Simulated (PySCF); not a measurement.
BeClHS, SMILES [SH][Be][Cl]. Geometry: r2SCAN-D4/def2-TZVP. One conformer was computed; it need not be the lowest.

Level of theory: r2SCAN-D4/def2-TZVP in PySCF 2.14.0.

Harmonic wavenumbers (cm⁻¹): 202, 238, 377, 630, 1083, 2675. Rotational constants (GHz): 285.4, 2.144, 2.128; symmetry number 1.

Task: Work out the zero-point energy and the ideal-gas rigid-rotor harmonic-oscillator thermochemistry at 298.15 K and 1 atm.

Result: ZPE = ½ Σ hcν = ½ × 5205 cm⁻¹ = 31.13 kJ/mol. H − E(el) = 45.15 kJ/mol. Entropy in J/(mol K): translation 163.01, rotation 96.35, vibration 22.80, total 282.15. G − E(el) = -38.97 kJ/mol. Cp = 60.05 J/(mol K).
